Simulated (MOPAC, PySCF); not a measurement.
C$_{4}$H$_{4}$S, SMILES `C=C=CC=S`, neutral singlet in the gas phase. 

Cartesian coordinates (Å):
SMILES: S=CC=C=C
```xyz
9

C     -1.9229    -0.0058     0.2281
C     -0.6901     0.2415    -0.0775
C      0.5687     0.4763    -0.3780
C      1.6261    -0.3965     0.0701
S      3.1985    -0.1854    -0.2519
H     -2.5480    -0.6185    -0.4144
H     -2.3679     0.3956     1.1336
H      0.8404     1.3415    -0.9764
H      1.2951    -1.2487     0.6665
```
Charge 0, spin multiplicity 1.

All levels are single points at this geometry (PBE0-D3(BJ)/def2-TZVP); Pople sets use spherical d functions. Orbital energies aren't observables, and empty levels follow the basis.

```tsv
level	HOMO (eV)	LUMO (eV)	gap (eV)	dipole (D)	vertical IE, Delta-SCF (eV)
ωB97X-D3(BJ)/def2-TZVP in PySCF	-8.91	-0.52	8.39	3.52	8.57
B3LYP/LANL2DZ in PySCF	-6.11	-2.59	3.52	3.77	–
M06-2X/6-31G* in PySCF	-7.54	-1.53	6.01	3.61	–
PBE/6-31G* in PySCF	-5.02	-3.15	1.86	3.74	8.30
PM3 in MOPAC	-8.98	-1.83	7.15	4.07	–
PM7 in MOPAC	-8.74	-1.53	7.21	3.02	–
```
